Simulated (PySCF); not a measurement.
PySCF 2.14 output of an unrestricted B3LYP calculation on a single atom or ion in aug-cc-pV(D+d)Z (5s4p3d, 32 functions), with no relativity, point nucleus:

```
SCF conv_tol = 1e-09
number electrons alpha = 5  beta = 5
    P. J. Stephens, F. J. Devlin, C. F. Chabalowski, and M. J. Frisch.,  J. Phys. Chem. 98, 11623 (1994)
cycle= 1 E= -240.402005387274  delta_E= -0.00114  |g|= 0.00769  |ddm|= 0.101
cycle= 2 E= -240.402020840861  delta_E= -1.55e-05  |g|= 0.000974  |ddm|= 0.0125
cycle= 3 E= -240.402021087874  delta_E= -2.47e-07  |g|= 3.79e-06  |ddm|= 0.00139
cycle= 4 E= -240.402021087878  delta_E= -3.38e-12  |g|= 1.07e-07  |ddm|= 6.34e-06
converged SCF energy = -240.402021087878  <S^2> = 1.7763568e-15  2S+1 = 1
```

The run itself started from symmetry-adapted Hartree-Fock orbitals and held the occupation by maximum overlap, on a logarithmic radial grid, so the iterations belong to that start.

Q: Which element, charge and spin multiplicity is this?

A: Al³⁺ (aluminium, charge +3), multiplicity 1; the state was [Ne], closed-shell 1S.
